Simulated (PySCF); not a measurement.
CuF, SMILES [F][Cu], multiplicity 1. Atoms are numbered in the order given.

```xyz
2

Cu     0.0000     0.0000    -0.4179
F      0.0000     0.0000     1.3466
```
Charge 0, spin multiplicity 1.

Coordinates come from a PBE0-D3(BJ)/def2-TZVPD optimisation. The multiplicity is an assumed one; other spin states were not compared.

The numbers are results of PBE0/pcSseg-2 in PySCF, not measurements.

GIAO shieldings, no solvent; atoms alike by connectivity are averaged. δ = σ(ref) − σ: ¹⁹F against CFCl3 (σ = 165.8 ppm), references at their B3LYP-D3(BJ)/def2-TZVP geometries, non-relativistic.

Computed chemical shifts:
| nucleus | atoms | count | δ (ppm) |
|---|---|---|---|
| ¹⁹F | F2 | 1 | -432.7 |
